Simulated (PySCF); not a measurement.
## Ionisation energy of Nb(28+) by level of theory

Nb(28+) [Ne] 3s2 3p1 (2P) → Nb(29+) [Ne] 3s2 (1S), as a difference of total energies. Calculation: PySCF 2.14, in an even-tempered Gaussian basis (18 s from 3.4 bohr⁻², ratio 2.5; 12 p from 4.4 bohr⁻², ratio 2.5; 5 d from 19 bohr⁻², ratio 2.7; 4 f from 28 bohr⁻², ratio 2.7); the spin-free X2C one-electron Hamiltonian (Gaussian nucleus). Correlated levels: outer shells: 1s2 frozen; virtual orbitals above 40 to 60 times the deepest correlated orbital energy dropped. The calculations carry no spin-orbit coupling.

```json
{"method": "UHF", "ionisation energy (eV)": "1485.0"}
{"method": "MP2 (outer shells)", "ionisation energy (eV)": "1485.5"}
{"method": "SCS-MP2 (outer shells)", "ionisation energy (eV)": "1485.4"}
{"method": "CCSD (outer shells)", "ionisation energy (eV)": "1485.5"}
{"method": "CCSD(T) (outer shells)", "ionisation energy (eV)": "1485.5"}
```

A first-order spin-orbit estimate (lowest level to lowest level, LS coupling) adds 14.549 eV.

Breit and QED terms and the two-electron picture change are absent.

For comparison: 1488 ± 7 eV (semi-empirical (NIST evaluation); NIST Atomic Spectra Database, ionization energies).
